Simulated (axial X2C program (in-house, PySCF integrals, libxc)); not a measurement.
Values are calculated unless marked as measured or tabulated.
## IF⁺: input and output

Program: an axial X2C code built on PySCF integrals.

Input file and command:
```json
{
 "zs": [
  53,
  9
 ],
 "q": 1,
 "bas": [
  "dyall-cv3z",
  "dyall-av3z"
 ],
 "levels": [
  "PBE0",
  "HF",
  "B97-3"
 ],
 "cc": true,
 "r0": 1.97,
 "thr": -2.0,
 "nmax": 90,
 "npts": 10,
 "nst": 2,
 "ntry": 6
}
```
```bash
python so2c.py task.json out
```

Keys: zs atomic numbers; q charge; bas basis sets; levels methods; cc coupled cluster on or off; r0 starting distance in Å; thr threshold in hartree for freezing inner shells (an s shell follows its p shell); nmax most natural virtual spinors; npts points on the curve; nst determinants followed; ntry starts of the search. HF also brings MP2.

Output of the HF step, spin-free, at R = 1.846 Å for the state M_S = 1/2, Λ = 1. It starts from PBE0 orbitals of this distance.

```
spin-free X2C-1e  HF
basis functions 178  fitting functions 903  grid points 5079
iter        total energy     max residual
   1      -7211.893488697     2.21e-01
   2      -7211.921359996     7.86e-03
   3      -7211.922708031     1.13e-02
   4      -7211.923246973     3.31e-03
   5      -7211.923406291     2.71e-03
   6      -7211.923462852     1.28e-03
   7      -7211.923482143     5.26e-04
   8      -7211.923485240     6.16e-05
   9      -7211.923485368     1.95e-05
  10      -7211.923485383     1.42e-05
  11      -7211.923485393     8.74e-06
  12      -7211.923485402     5.50e-06
  13      -7211.923485408     1.53e-06
  14      -7211.923485408     3.02e-07
converged
one-electron -10142.97714286  Coulomb 2984.49490001  exact exchange -190.17879923  xc functional 0.00000000  nuclear repulsion 136.73755667
correlated 13  virtual 245  natural virtual 90  E(MP2) -0.395534297  MP2 remainder -0.016985492
iter   CCSD correlation   residual
   1     -0.377456057   1.38e-01
   2     -0.387884706   6.49e-02
   3     -0.391502410   2.37e-02
   4     -0.391515298   9.49e-03
   5     -0.391660251   5.11e-03
   6     -0.391713366   2.28e-03
   7     -0.391709332   9.09e-04
   8     -0.391716740   3.01e-04
   9     -0.391715495   1.12e-04
  10     -0.391715207   4.01e-05
  11     -0.391714594   1.56e-05
  12     -0.391714578   7.08e-06
(T) -0.014369082  T1 0.0281  D1 0.0821  max T2 0.092
```
Energies are in hartree; totals compare only within one Hamiltonian and basis. T1 in the output is the amplitude norm over the root of the electron number; divide by √2 for the Lee–Taylor value.
